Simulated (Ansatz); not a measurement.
`NB1[SiH2]B1F` + H₂ → `NB1B[SiH2]1` + H–F at 600 K and 1 bar (hydrogenolysis of a B–F bond).

Computed with Ansatz on PBE0-D4/def2-TZVP structures; ΔE is electronic, products minus reactants. CCSD(T)/CBS is the MP2 limit (def2-TZVPP, def2-QZVPP) plus CCSD(T) − MP2 in def2-TZVPP, frozen cores. This one scheme is used for every species. Each species was taken in one conformer, which may not be the lowest.

```
       species  CCSD(T)/CBS energy (Eh)  H − E (kJ/mol)  S (J/(mol·K))
`NB1[SiH2]B1F`               -495.56818           198.5          423.6
            H₂                 -1.17544            43.9          150.8
 `NB1B[SiH2]1`               -396.33626           208.7          405.9
           H–F               -100.39570            42.3          194.0
```

H − E and S are ideal-gas, rigid-rotor, harmonic terms from PBE0-D4/def2-TZVP, for one conformer and one mirror image of each species. The MP2-based limit puts H₂ 0.8 mEh under its directly extrapolated value; such offsets cancel only in part. 1 Eh = 2625.50 kJ/mol, R = 8.31446 J/(mol·K).

**Question.** By hand: ΔE, ΔH, ΔS and ΔG.

**Answer.** ΔE = (-396.33626) + (-100.39570) − (-495.56818) − (-1.17544) = 0.01166 Eh = 30.6 kJ/mol. Δ(H − E) = 208.7 + 42.3 − 198.5 − 43.9 = 8.6, so ΔH = 39.2 kJ/mol. ΔS = 405.9 + 194.0 − 423.6 − 150.8 = 25.5 J/(mol·K). ΔG = 39.2 − 600 × (25.5)/1000 = 23.9 kJ/mol.

**Question.** By hand: the equilibrium constant, and the temperature at which ΔG would vanish if ΔH and ΔS stayed fixed.

**Answer.** log₁₀ K = −ΔG/(RT ln 10) = -2.1. ΔG = 0 at ΔH/ΔS = 1537 K.

TΔS isn't small against ΔH here. A doubt of 5 kJ/mol in ΔE shifts log₁₀ K by 0.4 here. Other conformers and mirror images would add mixing entropy, several J/(mol·K) or more a flexible species. These are equilibria of isolated gas molecules and say nothing of rates. Largest T1 diagnostic: 0.016 (customary marks: 0.02 for closed shells, 0.045 for open ones).
